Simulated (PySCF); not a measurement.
Species: C5H9ClSi2.
SMILES with atom numbers: `[SiH3:1][CH2:2][Si:3]1([Cl:4])[CH:5]=[CH:6][CH:7]=[CH:8]1` (hydrogens: H9, H10, H11 on Si1; H12, H13 on C2; H14 on C5; H15 on C6; H16 on C7; H17 on C8)

Method: PBE0-D3(BJ)/def2-SVP geometry optimisation, gas phase (PySCF).

(1) Give the optimised bond lengths and angles.

Results:

(1) 
```csv
bond,length (bohr),order
Si1–C2,3.562,single
C2–Si3,3.528,single
Si3–Cl4,3.930,single
"Si3–C5, Si3–C8",3.534,single
"C5=C6, C7=C8",2.547,double
C6–C7,2.810,single
"Si1–H9, Si1–H10, Si1–H11",2.824,single
"C2–H12, C2–H13",2.086,single
"C5–H14, C8–H17",2.062,single
"C6–H15, C7–H16",2.071,single
```

Bonds in one row agree within 0.02 bohr and their mean is given. Orders are formal, as drawn. A selection of angles:
```csv
angle,degrees
Si1–C2–Si3,115.8
C2–Si3–Cl4,107.9
C2–Si3–C5,115.1
Cl4–Si3–C5,112.3
C5–Si3–C8,93.1
Si3–C5–C6,106.3
C5–C6–C7,117.1
```

Dihedral angles: Si1–C2–Si3–Cl4 -65° (synclinal); C2–Si3–C5–C6 119° (anticlinal); Si3–C5–C6–C7 2° (synperiplanar); C5–C6–C7–C8 0° (synperiplanar); C6–C7–C8–Si3 -1° (synperiplanar); C2–Si3–C8–C7 -118° (anticlinal). The mirror-image conformer, all signs reversed, is as good.

Si1 (SiH3 silicon) is tetrahedral (angles from 108.4° to 110.7°). The 5-membered ring Si3–C5–C6–C7–C8 has internal angles of 93.1° to 117.1°; it is almost planar, 0.01 Å rms from its mean plane, widest ring torsion 2°. Si3 (chlorine-bound silicon) has angles from 93.1° to 115.8°. The C–C distances run from 1.348 Å (C7=C8, drawn double) to 1.487 Å (C6–C7, drawn single), a spread of 0.139 Å.

Point group: C1 (no symmetry element, even within 0.4 Å). Whether it is a minimum is left open (no frequencies). The numbers are those of one conformer.

Hardware: an Arm Neoverse V2 with one thread, no GPU, on a shared host. Cost: 1.8 min wall, 0.71 GiB resident at most. This is the geometry optimisation.
